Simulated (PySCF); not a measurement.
Ge(I)(SiH3) (GeH3ISi), SMILES [SiH3][Ge][I] (connectivity only; charge and spin as stated), neutral, multiplicity 1.

Coordinates come from a B3LYP-D3(BJ)/def2-SVP optimisation. The def2 effective core potentials stand for the cores of I; spin–orbit coupling is left out.

Calculation: PySCF with PBE/def2-TZVPD.

Symmetry labels are those of the subgroup Cs that the program uses (full group Cs).

Computed valence orbital energies around the gap with their symmetry:
| orbital | symmetry | energy (eV) |
|---|---|---|
| HOMO−7 | A' | -13.61 |
| HOMO−6 | A' | -11.75 |
| HOMO−5 | A" | -8.58 |
| HOMO−4 | A' | -8.57 |
| HOMO−3 | A' | -7.60 |
| HOMO−2 | A" | -7.01 |
| HOMO−1 | A' | -6.97 |
| HOMO | A' | -5.57 |
| LUMO | A" | -4.18 |
| LUMO+1 | A' | -2.04 |
| LUMO+2 | A' | -0.80 |
| LUMO+3 | A' | -0.31 |
